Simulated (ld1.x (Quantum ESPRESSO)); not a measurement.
What one change does to a pseudopotential (bromine, RRKJ)

```json
{"Element": "bromine", "Generator": "ld1.x (Quantum ESPRESSO) 7.5", "Type": "norm-conserving RRKJ (Kleinman–Bylander form)", "Functional": "PBE", "Relativity": "scalar-relativistic", "Frozen core": "[Ar]", "Valence charge": "17", "Reference configuration": "3d10 4s2 4p5", "Partial waves": "4s (bound): rc 1.30 bohr; 3d (bound): rc 1.10 bohr; 4p (bound): rc 1.70 bohr", "Local potential": "the p channel", "Core correction": "a·sin(br)/r model core inside 1.15 bohr", "rho0": "0.005"}
```

All-electron outer shells of the reference configuration (PBE, scalar-relativistic, ld1.x):

```json
{"shell": "3s", "level (eV)": "-238.08", "outermost node (bohr)": "0.23", "outermost maximum (bohr)": "0.48"}
{"shell": "3p", "level (eV)": "-173.49", "outermost node (bohr)": "0.21", "outermost maximum (bohr)": "0.48"}
{"shell": "3d", "level (eV)": "-66.72", "outermost node (bohr)": "–", "outermost maximum (bohr)": "0.43"}
{"shell": "4s", "level (eV)": "-20.13", "outermost node (bohr)": "0.67", "outermost maximum (bohr)": "1.41"}
{"shell": "4p", "level (eV)": "-7.86", "outermost node (bohr)": "0.70", "outermost maximum (bohr)": "1.66"}
```

Change: local potential the s channel.

Cutoffs: the cutoffs (Ry, on a coarse ladder) from which the occupation-weighted sum of valence levels, in a spherical-Bessel basis at the reference potential, stays within 10 and 1 mRy of its value at 400 Ry; they do not see the model core or the augmentation charge, which bear on the density cutoff. Errors are all-electron minus pseudo energies relative to the spin-unpolarised reference configuration.

Q: Predict the effect on cutoff, ghosts and configuration errors.

A: The potential gets neither clearly harder nor softer (200 Ry and 300 Ry → 200 Ry and 300 Ry); the bound ghost in s disappears; of the 7 tests that both files solve, the error grows in 5 and shrinks in 1 by more than 15 % and 0.3 meV (median size 1.6 → 6.3 meV). In the separable form a ghost depends on how the local part lies against the semilocal potential of the channel, so the choice of the local part can create or remove one.

| quantity | base | changed |
| --- | --- | --- |
| cutoff, loose | 200 Ry | 200 Ry |
| cutoff, tight | 300 Ry | 300 Ry |
| loose cutoff by channel (10 mRy a level) | s 25 Ry, d 140 Ry, p 18 Ry | p 30 Ry, d 140 Ry, s 35 Ry |
| bound ghosts | s | none |
| error for 3d10 4s2 4p4, meV [ΔE 12.55 eV] | -0.7 | -3.1 |
| error for 3d10 4s2 4p3, meV [ΔE 35.31 eV] | +1.6 | -6.3 |
| error for 3d10 4s2 4p2, meV [ΔE 69.30 eV] | +6.5 | +2.1 |
| error for 3d10 4s1 4p5, meV [ΔE 25.56 eV] | +1.0 | -13 |
| error for 3d10 4s2 4p1, meV [ΔE 115.32 eV] | +8.2 | +47 |
| error for 3d10 4s2 4p5.3, meV [ΔE -1.96 eV] | +0.4 | +0.3 |
| error for 3d9 4s2 4p5, meV [ΔE 78.44 eV] | -374 | -472 |
| s: phases at 1.85 bohr within 0.05 rad from the reference energy up to (Ry; the scan ends near 5) | to the end of the scan | 4.6 |
| p: phases at 1.85 bohr within 0.05 rad from the reference energy up to (Ry; the scan ends near 5) | to the end of the scan | to the end of the scan |
| d: phases at 1.85 bohr within 0.05 rad from the reference energy up to (Ry; the scan ends near 5) | -0.8 | -0.5 |

 A true bound ghost makes a file unfit for plane-wave use even where its test errors are small: the radial tests pick states by their node count and pass the ghost by.
